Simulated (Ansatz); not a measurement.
Species: CdI2, net charge 1, doublet state. The spin state was set by rule; other spins were not relaxed. 
Structure (B3LYP-D3(BJ)/def2-TZVP (Ansatz, a first-principles code) minimum search):
```
Cd
I 1 2.6376
I 1 2.6376 2 180.00
```
Charge +1, spin multiplicity 2.

Total electronic energies in hartree. Cores are frozen in the correlated levels unless marked. UHF or UKS for open shells. No spin-orbit coupling. Frozen are the shells of the preceding noble gas and the d and f shells that filled before the atom's block. Past Kr the def2 sets carry scalar-relativistic core potentials. STO-3G rows are all-electron and non-relativistic. CBS marks a two-point X^-3 extrapolation of the correlation energy; Hartree-Fock from the larger set. [CCSD(T)-MP2]/basis is that difference in the basis named. The program attaches cautions to a run behind wB97M-V/def2-TZVPD: asymmetric forces. The program attaches cautions to a run behind CCSD(T)/STO-3G: other roots.

```csv
level,program,energy (Eh)
HF/def2-SVP,Ansatz,-759.93330
HF/def2-SVPD,Ansatz,-759.93756
HF/def2-QZVPP,Ansatz,-759.99888
SVWN5/def2-TZVPD,Ansatz,-761.85639
PBE-D4/def2-TZVPD,Ansatz + dftd4,-762.94526
BLYP-D4/def2-TZVPD,Ansatz + dftd4,-762.82510
BLYP/def2-TZVPD,Ansatz,-762.81787
revPBE-D4/def2-TZVPD,Ansatz + dftd4,?
r2SCAN-D4/def2-TZVPD,Ansatz + dftd4,-763.24795
PBE0/STO-3G,Ansatz,-19118.29057
BHLYP-D4/def2-TZVPD,Ansatz + dftd4,-762.76736
r2SCANh-D4/def2-TZVPD,Ansatz + dftd4,-763.20918
HSE06-D3(BJ)/def2-TZVPD,Ansatz + dftd3,-762.97396
HSE06/def2-TZVPD,Ansatz,-762.97018
CAM-B3LYP-D3(BJ)/def2-TZVPD,Ansatz + dftd3,-762.91757
wB97M-V/def2-TZVPD,Ansatz,-762.84145
B2GP-PLYP/def2-TZVPD,Ansatz,-761.99224
MP2/def2-SVPD,Ansatz,-760.38984
RI-MP2/def2-QZVPPD,Ansatz,-760.74534
SCS-MP2/def2-TZVPP,Ansatz,-760.60792
CCSD(T)/STO-3G,Ansatz,-19112.96370
"RI-MP2/CBS(def2-TZVPPD,def2-QZVPPD)+[CCSD(T)-MP2]/def2-SVPD",Ansatz,-760.8254
"RI-MP2/CBS(def2-TZVPP,def2-QZVPP)+[CCSD(T)-MP2]/def2-TZVPP",Ansatz,-760.8269
```

Question: Some entries are withheld; supply them.

Answer: 
- revPBE-D4/def2-TZVPD, energy (Eh): -763.10334
